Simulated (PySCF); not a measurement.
# Computed records: CH4BN, C2H6AlB, CH4AlBN, CH5B2N

All values are calculated (PySCF 2.14.0). Calculation on a computer-drawn molecule: the log of a Hartree-Fock and frozen-core CCSD(T) single point meant for a local Hartree-Fock minimum, with one planted fault or none, to be diagnosed. Offsets are logged minus clean, where the clean run is the same molecule without the fault. The reference is restricted for singlets and unrestricted otherwise, and also for a bond in bohr or an excited solution. Adding or removing an electron swaps singlet and doublet. The excited solution moves the top pair (singlet) or top alpha electron (doublet) to the lowest empty orbital. Highest occupied and lowest empty are orbital energies over both spins, largest force is the largest gradient component, triples share is (T) over the correlation energy, the T1 limit is 0.02 restricted and 0.045 unrestricted, electrons count all cores, a negative frequency is imaginary (commonest isotopes), and the dipole is about the centre of nuclear charge.

Common to all runs: meant multiplicity 1; logged SCF converged yes; logged CC converged yes; logged SCF stable within its kind yes; possible faults no fault, one electron removed, one electron added, multiplicity raised by two, geometry at a saddle point, SCF held on an excited solution, minimal basis STO-3G, one bond length entered in bohr, all coordinates scaled.

(1) CH4BN

Logged structure:
```xyz
7
CH4BN
C     -2.4749     0.9336    -0.9897
B     -3.0845    -0.4082    -0.5058
N     -3.5677    -1.4719    -0.1222
H     -3.0836     1.3673    -1.7856
H     -2.4232     1.6506    -0.1681
H     -1.4651     0.7801    -1.3751
H     -3.9543    -2.3229     0.1847
```

* meant charge: 0
* meant basis: cc-pVDZ
* logged electrons: 22
* logged basis functions: 62
* logged spin squared: 0
* logged highest occupied: -11.055 eV
* logged lowest empty: 4.8058 eV
* logged largest force: 5.976e-06 hartree/bohr
* logged lowest frequency: 361.97 cm⁻¹
* logged T1 diagnostic: 0.013915
* logged D1 diagnostic: 0.036315
* logged triples share: 0.03174
* logged dipole magnitude: 0.80559 debye
* logged energy HF: -119.35924 hartree
* logged energy CCSD(T): -119.78926 hartree
* planted fault: no fault
* HF energy offset from clean run: 0 kcal/mol
* CCSD(T) energy offset from clean run: 0 kcal/mol

Drawn bonds:
```
atom  other atom  order
   1           2      1
   2           3      2
   1           4      1
   1           5      1
   1           6      1
   3           7      1
```

(2) C2H6AlB

Logged structure:
```xyz
10
C2H6AlB
C     -0.4276     0.8009    -1.6719
B      0.3410    -0.1201    -0.6998
C      0.9097    -0.9736     0.2265
Al    -0.3824    -1.7648     1.3976
H     -1.4918     0.7556    -1.4183
H     -0.3157     0.4785    -2.7090
H     -0.1057     1.8404    -1.5830
H      1.9631    -1.2085     0.3286
H     -1.9145    -1.3906     1.2102
H      0.0391    -2.7758     2.5396
```

* meant charge: 0
* meant basis: cc-pV(D+d)Z
* logged electrons: 36
* logged basis functions: 95
* logged spin squared: 2.0169
* logged highest occupied: -5.3169 eV
* logged lowest empty: -0.14497 eV
* logged largest force: 0.087411 hartree/bohr
* logged T1 diagnostic: 0.012771
* logged D1 diagnostic: 0.035286
* logged triples share: 0.026986
* logged dipole magnitude: 0.43774 debye
* logged energy HF: -345.68965 hartree
* logged energy CCSD(T): -346.14261 hartree
* planted fault: multiplicity raised by two
* HF energy offset from clean run: 73.71 kcal/mol
* CCSD(T) energy offset from clean run: 93.41 kcal/mol

Drawn bonds:
```
atom  other atom  order
   1           2      1
   2           3      2
   3           4      1
   1           5      1
   1           6      1
   1           7      1
   3           8      1
   4           9      1
   4          10      1
```

(3) CH4AlBN

Logged structure:
```xyz
8
CH4AlBN
C     -0.2263    -1.9162    -0.0818
B      0.4033    -0.9572     0.9280
N      0.9303    -0.1543     1.7734
Al     1.6184     0.8941     2.8776
H     -0.5929    -1.3625    -0.9487
H      0.5124    -2.6469    -0.4180
H     -1.0636    -2.4478     0.3755
H      2.2513     1.8582     3.8931
```

- meant charge: 1
- meant basis: cc-pV(D+d)Z
- logged electrons: 34
- logged basis functions: 85
- logged spin squared: 0
- logged highest occupied: -16.848 eV
- logged lowest empty: -3.5421 eV
- logged largest force: 8.599e-06 hartree/bohr
- logged lowest frequency: 105.29 cm⁻¹
- logged T1 diagnostic: 0.014166
- logged D1 diagnostic: 0.034668
- logged triples share: 0.032699
- logged dipole magnitude: 3.8138 debye
- logged energy HF: -361.07941 hartree
- logged energy CCSD(T): -361.54008 hartree
- planted fault: no fault
- HF energy offset from clean run: 0 kcal/mol
- CCSD(T) energy offset from clean run: 0 kcal/mol

Drawn bonds:
```
atom  other atom  order
   1           2      1
   2           3      2
   3           4      1
   1           5      1
   1           6      1
   1           7      1
   4           8      1
```

(4) CH5B2N

Logged structure:
```xyz
9
CH5B2N
C      0.5965    -1.3142    -3.2366
B      0.7271    -2.2470    -1.9771
B     -0.2567    -2.0800    -0.5995
N     -0.9725    -1.9557     0.3946
H     -0.3759    -0.8340    -3.3565
H      1.3310    -0.5089    -3.0721
H      0.8858    -1.8039    -4.1691
H      1.5930    -3.0801    -1.9565
H     -1.5410    -1.8632     1.1937
```

* meant charge: 0
* meant basis: cc-pVDZ
* logged electrons: 28
* logged basis functions: 25
* logged spin squared: 0
* logged highest occupied: -9.2668 eV
* logged lowest empty: 5.8781 eV
* logged largest force: 0.083839 hartree/bohr
* logged T1 diagnostic: 0.017779
* logged D1 diagnostic: 0.059006
* logged triples share: 0.024684
* logged dipole magnitude: 0.27468 debye
* logged energy HF: -142.78855 hartree
* logged energy CCSD(T): -143.0389 hartree
* planted fault: minimal basis STO-3G
* HF energy offset from clean run: 1139 kcal/mol
* CCSD(T) energy offset from clean run: 1311 kcal/mol

Drawn bonds:
```
atom  other atom  order
   1           2      1
   2           3      1
   3           4      2
   1           5      1
   1           6      1
   1           7      1
   2           8      1
   4           9      1
```
